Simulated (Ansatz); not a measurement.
`O[SiH2][GeH3]` + HCl → `Cl[SiH2][GeH3]` + H₂O at 298.15 K and 1 bar (ligand exchange at the Si–O bond).

Gas-phase electronic energies from Ansatz, PBE0-D4/def2-TZVP geometries. CCSD(T)/CBS adds triple-zeta CCSD(T) − MP2 to the extrapolated MP2 energy (def2 sets, frozen cores). This one scheme is used for every species. For Ge outer-core shells are correlated without core-valence functions, which leaves a few kJ/mol of doubt a bond. Scalar relativity is left out up to krypton. Each species was taken in one conformer, which may not be the lowest.

```tsv
species	CCSD(T)/CBS energy (Eh)	H − E (kJ/mol)	S (J/(mol·K))
`O[SiH2][GeH3]`	-2444.00682	161.6	334.2
HCl	-460.38127	26.6	186.8
`Cl[SiH2][GeH3]`	-2828.01436	128.5	336.0
H₂O	-76.37941	66.4	188.7
```

H − E and S are ideal-gas, rigid-rotor, harmonic terms from PBE0-D4/def2-TZVP, for one conformer and one mirror image of each species. 1 Eh = 2625.50 kJ/mol, R = 8.31446 J/(mol·K).

By hand: ΔE, ΔH, ΔS and ΔG.

ΔE = (-2828.01436) + (-76.37941) − (-2444.00682) − (-460.38127) = -0.00568 Eh = -14.9 kJ/mol. Δ(H − E) = 128.5 + 66.4 − 161.6 − 26.6 = 6.7, so ΔH = -8.2 kJ/mol. ΔS = 336.0 + 188.7 − 334.2 − 186.8 = 3.7 J/(mol·K). ΔG = -8.2 − 298.15 × (3.7)/1000 = -9.3 kJ/mol.

By hand: the equilibrium constant, and the temperature at which ΔG would vanish if ΔH and ΔS stayed fixed.

log₁₀ K = −ΔG/(RT ln 10) = 1.6. ΔH and −TΔS have one sign here, so there is no such temperature.

The number of gas molecules stays the same, so ΔS is small and ΔH decides. A doubt of 5 kJ/mol in ΔE shifts log₁₀ K by 0.9 here. Other conformers and mirror images would add mixing entropy, several J/(mol·K) or more a flexible species. These are equilibria of isolated gas molecules and say nothing of rates. Largest T1 diagnostic: 0.012 (customary marks: 0.02 for closed shells, 0.045 for open ones).

ΔS is within the doubt of such terms, so its sign, and with it that verdict, could turn.
